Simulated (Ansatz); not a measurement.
Input file for `S[Si](S)(Cl)Cl`:

```yaml
crystal:
  periodic: [false, false, false]
  atoms:
    - {symbol: S, position_ang: [-1.995582, 0.316381, 0.567288]}
    - {symbol: Si, position_ang: [0.054663, 0.388011, 0.076816]}
    - {symbol: S, position_ang: [0.921631, -1.486415, 0.522157]}
    - {symbol: Cl, position_ang: [0.399139, 0.838892, -1.887382]}
    - {symbol: Cl, position_ang: [0.822646, 1.911473, 1.192837]}
    - {symbol: H, position_ang: [-2.230417, -0.714833, -0.264685]}
    - {symbol: H, position_ang: [2.027911, -1.253511, -0.207031]}
basis:
  gaussian: {orbitals: def2-QZVPP}
correlation: {method: ccsd_t}
```

```sh
$ ansatz run in.yaml --threads 2 --pin off --events-out ev --progress --plain --max-ram 22528MiB --backend cuda --devices 0, --max-vram 18GiB
```

The program prints (abridged):

```
Functional definition: HF
2424 factors; integrals over basis functions are off by at most 7.2e-4 eV
mean field evaluation 1: about -54541.8498 eV, gradient 2.2e1 eV
mean field evaluation 2: about -54542.0835 eV, gradient 2.3e1 eV
mean field evaluation 4: about -54543.8694 eV, gradient 3.4e0 eV
mean field evaluation 8: about -54543.9308 eV, gradient 2.9e-1 eV
mean field evaluation 16: about -54543.9314 eV, gradient 1.9e-6 eV
mean field -54543.93135228 eV, -2004.4525059916 hartree, gradient 1.9e-6 eV, S^2 0.000000; 0 other end points of the search recorded, 0 dependent functions left out
25 core orbitals not correlated: weight in the atoms' cores, before any rotation towards them, 1.000 or more for the frozen orbitals, at most 0.000 for the correlated occupied ones
reference -54543.93135228 eV, -2004.4525059916 hartree; 16, 16 occupied and 369, 369 virtual orbitals, 2424 factors
second order -25.28333865 eV of doubles, -0.00000000 eV of singles
cycle   1  -26.18215775 eV  change   -9.0e-1 eV  update   1.0e-1
cycle   2  -26.74028072 eV  change   -5.6e-1 eV  update   2.9e-2
cycle   3  -26.85169015 eV  change   -1.1e-1 eV  update   1.4e-2
cycle   4  -26.84032929 eV  change    1.1e-2 eV  update   3.1e-3
cycle   5  -26.83855831 eV  change    1.8e-3 eV  update   1.2e-3
cycle   6  -26.83821780 eV  change    3.4e-4 eV  update   3.3e-4
cycle   7  -26.83803582 eV  change    1.8e-4 eV  update   1.3e-4
cycle   8  -26.83806762 eV  change   -3.2e-5 eV  update   3.7e-5
cycle   9  -26.83808460 eV  change   -1.7e-5 eV  update   1.3e-5
perturbative correction -1.37735536 eV, -0.0506168761 hartree
Total energy: -54572.14679224 eV, -2005.4894042853 hartree
```

Run time 15 s (2 threads of an AMD EPYC 7R13 on a shared host and a share of an NVIDIA H100 80 GB); peak host memory 0.92 GiB.

MP2 recovers 89.6 % of the CCSD(T) correlation energy and the triples give 4.9 %; T1 = 0.0104.
